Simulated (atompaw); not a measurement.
**What the settings do to the PAW (atompaw) potential of W (Z = 74)**

Base potential:

```
Element                 : W
Generator               : atompaw 4.2.0.5
Type                    : PAW
Functional              : PBE
Relativity              : non-relativistic
Frozen core             : [Kr] 4d10 4f14 5s2
Valence charge          : 12
Reference configuration : 5p6 5d5 6s1 6p0
Partial waves           : 6s (bound): rc 3.00 bohr; 6s channel at 0.05 Ry: rc 3.00 bohr; 5p (bound): rc 2.05 bohr; 6p (bound, empty): rc 1.90 bohr; 5d (bound): rc 2.15 bohr; 5d channel at 0.1 Ry: rc 3.00 bohr
Local potential         : bessel scheme, radius 2.35 bohr
Core correction         : smooth core density matched at 2.45 bohr
Augmentation charge     : sinc compensation charge, radius 2.50 bohr; PAW radius 3.00 bohr; waves and projectors: custom rrkj gramschmidtortho
```

All-electron outer shells of the reference configuration (PBE, non-relativistic, ld1.x):

```
shell  level (eV)  outermost node (bohr)  outermost maximum (bohr)
   5s      -62.38                   0.58                      1.05
   4f      -39.13                      –                      0.42
   5p      -38.24                   0.59                      1.14
   5d       -3.98                   0.63                      1.49
   6s       -3.96                   1.41                      3.07
   6p       -1.08                   1.61                      4.19
```

Cutoffs, loose and tight: the cutoffs (Ry, on a coarse ladder) from which the occupation-weighted sum of valence levels, in a spherical-Bessel basis at the reference potential, stays within 10 and 1 mRy of its value at 400 Ry. They see the waves, projectors and local potential, not the compensation charge or the core. A dash means not determined.

| change | outcome | cutoff, loose | cutoff, tight | bound ghosts |
| --- | --- | --- | --- | --- |
| base | generated | 21 Ry | 40 Ry | none |
| augmentation besselshape compensation charge, radius 2.50 bohr; PAW radius 3.00 bohr; waves and projectors: custom rrkj gramschmidtortho | generated | 21 Ry | 40 Ry | none |
| scalar-relativistic | generated | 21 Ry | 35 Ry | none |
| local potential bessel scheme, radius 1.36 bohr | failed: atompaw: The overlap operator has at least one negative eigenvalue! | – | – | – |
| wave 6s (bound): rc 3.00 bohr becomes 6s (bound): rc 2.90 bohr | failed: atompaw: The overlap operator has at least one negative eigenvalue! | – | – | – |
| wave 6s channel at 0.05 Ry: rc 3.00 bohr becomes 6s channel at 1.57 Ry: rc 3.00 bohr | generated | 21 Ry | 40 Ry | none |
| wave 6s (bound): rc 3.00 bohr becomes 6s (bound): rc 2.52 bohr | failed: atompaw: The overlap operator has at least one negative eigenvalue! | – | – | – |
| reference 5p6 5d3 6s0 6p0 | generated | 21 Ry | 40 Ry | none |
